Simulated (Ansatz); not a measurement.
A CCSD(T) single point on `[OH][GeH2][NH][SiH](O)Cl`.

```yaml
crystal:
  periodic: [false, false, false]
  atoms:
    - {symbol: O, position_ang: [0.044802, 0.612938, 1.977957]}
    - {symbol: Ge, position_ang: [0.536453, 1.368402, 0.424581]}
    - {symbol: N, position_ang: [-0.332723, 0.414772, -0.873256]}
    - {symbol: Si, position_ang: [-0.322576, -1.294323, -0.953751]}
    - {symbol: O, position_ang: [0.106738, -1.858748, 0.509155]}
    - {symbol: Cl, position_ang: [1.046377, -2.017449, -2.307284]}
    - {symbol: H, position_ang: [-0.841925, 0.864434, 2.248177]}
    - {symbol: H, position_ang: [2.052871, 1.171578, 0.420860]}
    - {symbol: H, position_ang: [0.075377, 2.831499, 0.344750]}
    - {symbol: H, position_ang: [-0.766037, 0.944007, -1.614187]}
    - {symbol: H, position_ang: [-1.627522, -1.798598, -1.427221]}
    - {symbol: H, position_ang: [0.028165, -1.238503, 1.250208]}
basis:
  gaussian: {orbitals: def2-TZVPP}
correlation: {method: ccsd_t}
```

```sh
$ ansatz run in.yaml --threads 2 --pin off --events-out ev --progress --plain --max-ram 22528MiB --backend cuda --devices 0, --max-vram 18GiB
```

The program prints (abridged):

```
Functional definition: HF
1877 factors; integrals over basis functions are off by at most 1.3e-3 eV
mean field evaluation 1: about -82492.3633 eV, gradient 5.7e1 eV
mean field evaluation 2: about -82492.6752 eV, gradient 5.8e1 eV
mean field evaluation 4: about -82498.8160 eV, gradient 4.1e0 eV
mean field evaluation 8: about -82498.8906 eV, gradient 3.4e-1 eV
mean field -82498.89106474 eV, -3031.7783268725 hartree, gradient 3.5e-6 eV, S^2 0.000000; 0 other end points of the search recorded, 0 dependent functions left out
22 core orbitals not correlated: weight in the atoms' cores, before any rotation towards them, 1.000 or more for the frozen orbitals, at most 0.000 for the correlated occupied ones
reference -82498.89106474 eV, -3031.7783268725 hartree; 24, 24 occupied and 263, 263 virtual orbitals, 1877 factors
second order -34.25930454 eV of doubles, -0.00000000 eV of singles
cycle   1  -34.25526125 eV  change    4.0e-3 eV  update   1.2e-1
cycle   2  -35.09873699 eV  change   -8.4e-1 eV  update   3.5e-2
cycle   3  -35.26177514 eV  change   -1.6e-1 eV  update   1.7e-2
cycle   4  -35.24039373 eV  change    2.1e-2 eV  update   3.8e-3
cycle   5  -35.23860307 eV  change    1.8e-3 eV  update   1.8e-3
cycle   6  -35.23962330 eV  change   -1.0e-3 eV  update   5.2e-4
cycle   7  -35.23932251 eV  change    3.0e-4 eV  update   2.0e-4
cycle   8  -35.23925583 eV  change    6.7e-5 eV  update   6.5e-5
cycle   9  -35.23927713 eV  change   -2.1e-5 eV  update   2.4e-5
perturbative correction -1.35229163 eV, -0.0496958007 hartree
Total energy: -82535.48263350 eV, -3033.1230422218 hartree
```

Run time 6 s (2 threads of an AMD EPYC 7R13 on a shared host and a share of an NVIDIA H100 80 GB); peak host memory 0.89 GiB.

Correlation energy per correlated electron: -0.762 eV. T1 diagnostic: 0.0114.
